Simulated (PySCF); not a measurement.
C2H7O, SMILES C[OH+]C, charge +1. Geometry: B3LYP-D3(BJ)/def2-TZVP. The isomer is the one that the SMILES or the coordinates give; other isomers of the formula were not compared.

Give the equilibrium geometry at B3LYP-D3(BJ)/def2-TZVP (PySCF confirms it by a frequency run) as Cartesian coordinates in Å, and its point group. (An estimate is asked for; the answer gives what the named calculation found.)

point group Cs.
```xyz
10

C      0.0233    -0.2500     1.2735
O     -0.1165     0.5148     0.0000
C      0.0233    -0.2500    -1.2735
H      1.0133    -0.6979     1.3048
H     -0.7673    -0.9922     1.2499
H     -0.1359     0.4715     2.0683
H      0.4320     1.3189     0.0000
H     -0.1359     0.4715    -2.0683
H     -0.7673    -0.9922    -1.2499
H      1.0133    -0.6979    -1.3048
```
Charge +1, spin multiplicity 1.
